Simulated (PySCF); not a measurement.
## Pm(III) with more and more NH2

Computed with PySCF 2.14.0, PBE0, def2-SVP on the ligands, density fitting, scalar-relativistic core potentials, no spin-orbit coupling, vacuum. The metal has lcecp-1-SVP with ECP50. Each complex is relaxed within the symmetry of its template. Distances are means of the shortest metal–ligand contacts, charges and spins Mulliken's; removal energies are rigid, with the ligand's formal charge and no counterpoise, so too large; for an anion taken off a cation in vacuum most of it is the attraction of opposite charges, and multiply charged cations can part far more cheaply with an electron moved from ligand to metal. lcecp potentials hold a fixed number of 4f electrons in the core, out of states, spins and gaps.

| complex | point group | M–NH2 (Å) | charge on M (e) | removal of one NH2 (eV) | strongest infrared band, degenerate modes summed (cm⁻¹) | unstable modes (below −25 cm⁻¹) |
| --- | --- | --- | --- | --- | --- | --- |
| [Pm(NH2)2]+ | C2v | 2.128 | 1.23 | 16.70 | 630 | 0 |
| [Pm(NH2)4]− | S4 | 2.321 | 0.68 | 5.07 | – | not given |

Question: What does the calculation give for Pm(NH2)3?

Answer: point group: D3h, M–NH2 (Å): 2.268, charge on M (e): 1.07, removal of one NH2 (eV): 9.92, unstable modes (below −25 cm⁻¹): 4.
```xyz
10

Pm    0.0000    0.0000    0.0000
N     2.2679    0.0000    0.0000
H     2.8973    0.0000    0.8045
H     2.8973    0.0000   -0.8045
N    -1.1340    1.9641    0.0000
H    -1.4486    2.5091    0.8045
H    -1.4486    2.5091   -0.8045
N    -1.1340   -1.9641    0.0000
H    -1.4486   -2.5091    0.8045
H    -1.4486   -2.5091   -0.8045
```

The more ligands, the longer each bond and the weaker the last ligand is held.

Members with unstable modes aren't minima as they stand: saddle points kept by symmetry or, where the modes are soft, flat surfaces and noise. Moved off a saddle point of the template and relaxed again: [Pm(NH2)2]+, [Pm(NH2)4]−. One start shape was tried for each, so a minimum needn't be the lowest isomer.
